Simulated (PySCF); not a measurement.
**Radial density of Sm(2+) (samarium, charge +2)**

r2SCAN, [Xe] 4f5 6p1, one real determinant (an excited configuration). Computed with PySCF 2.14 in x2c-TZVPPall (11s7p7d4f2g, 113 functions), with scalar relativity by spin-free X2C-1e.

| r (bohr) | 4πr²ρ (e/bohr) | 4πr²(ρα − ρβ) |
| --- | --- | --- |
| 0.0264 | 73.01 | 0.0072 |
| 0.0445 | 85.86 | 0.0137 |
| 0.0748 | 108.2 | 0.0017 |
| 0.126 | 80.72 | 0.0498 |
| 0.212 | 94.17 | 0.7024 |
| 0.356 | 39.62 | 3.2455 |
| 0.599 | 43.55 | 5.7207 |
| 1.01 | 14.76 | 3.6403 |
| 1.69 | 6.400 | 0.7728 |
| 2.85 | 0.7011 | 0.2117 |
| 4.79 | 0.2554 | 0.2543 |
| 8.06 | 0.005698 | 0.0057 |

Densities and radii are taken from the X2C orbitals without a picture-change correction, which distorts them close to the nucleus.

⟨L²⟩ = 26.01 against 42 for a pure I term, so this real determinant mixes terms. Spin-orbit coupling, absent here, splits the open shell strongly.
